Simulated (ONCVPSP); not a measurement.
What one change does to a pseudopotential (tantalum (Ta), ONCV)

* Element: tantalum
* Generator: ONCVPSP 4.0.1
* Type: optimised norm-conserving Vanderbilt (ONCV)
* Functional: LDA (Perdew-Zunger)
* Relativity: scalar-relativistic
* Frozen core: [Kr] 4d10 4f14
* Valence charge: 13
* Reference configuration: 5s2 5p6 5d3 6s2
* Partial waves: 5s+6s: rc 1.90 bohr, ncon 4, nbas 7, qcut 6.2 1/bohr, 3 projectors, debl 3.3 Ha; 5p: rc 1.70 bohr, ncon 4, nbas 7, qcut 7.7 1/bohr, 2 projectors, debl 2 Ha; 5d: rc 2.45 bohr, ncon 4, nbas 9, qcut 6.1 1/bohr, 1 projector
* Local potential: polynomial inside 1.25 bohr (lpopt 5, dvloc0 2 Ha)
* Core correction: Teter function, fcfact 3.75, rcfact 1

All-electron outer shells of the reference configuration (LDA (Perdew-Zunger), scalar-relativistic, ld1.x):

```tsv
shell	level (eV)	outermost node (bohr)	outermost maximum (bohr)
5s	-73.19	0.54	0.98
5p	-39.56	0.58	1.13
4f	-24.93	–	0.44
6s	-5.62	1.32	2.74
5d	-3.79	0.65	1.58
```

Change: d: qcut 7.3.

Cutoffs: the cutoffs (Ha) at which the residual kinetic energy of the hardest occupied pseudo-wave falls to 1 and 0.1 mHa per electron; they do not see the model core or the augmentation charge, which bear on the density cutoff. Errors are all-electron minus pseudo energies relative to the spin-unpolarised reference configuration.

Q: What does the change do?

A: The potential gets neither clearly harder nor softer (20 Ha and 25 Ha → 20 Ha and 25 Ha); the errors of the 4 common tests hardly move; the range in which the d phases agree narrows (upper end at the end of the scan → 1.4); neither file shows a bound ghost.

| quantity | base | changed |
| --- | --- | --- |
| cutoff, loose | 20 Ha | 20 Ha |
| cutoff, tight | 25 Ha | 25 Ha |
| loose cutoff by channel | s 14 Ha, p 20 Ha, d 12 Ha | s 14 Ha, p 20 Ha, d 13 Ha |
| bound ghosts | none | none |
| GHOST(+) flags under 300 eV | s at 296.7 eV | s at 296.7 eV |
| error for 5s2 5p6 5d3 6s1, meV [ΔE 8.70 eV] | -2.7 | -2.8 |
| error for 5s2 5p6 5d3 6s0, meV [ΔE 24.01 eV] | -6.7 | -6.5 |
| error for 5s2 5p6 5d2 6s0, meV [ΔE 47.94 eV] | -14 | -13 |
| error for 5s2 5p6 5d3 6s1 6p1, meV [ΔE 4.26 eV] | -1.3 | -1.3 |
| s: phases at 1.93 bohr within 0.05 rad from the reference energy up to (Ha; the scan ends near 5) | to the end of the scan | to the end of the scan |
| p: phases at 1.73 bohr within 0.05 rad from the reference energy up to (Ha; the scan ends near 5) | to the end of the scan | to the end of the scan |
| d: phases at 2.48 bohr within 0.05 rad from the reference energy up to (Ha; the scan ends near 5) | to the end of the scan | 1.4 |
| rms error of d²Exc/dni dnj with the model core, mHa | 4.70 | 4.70 |
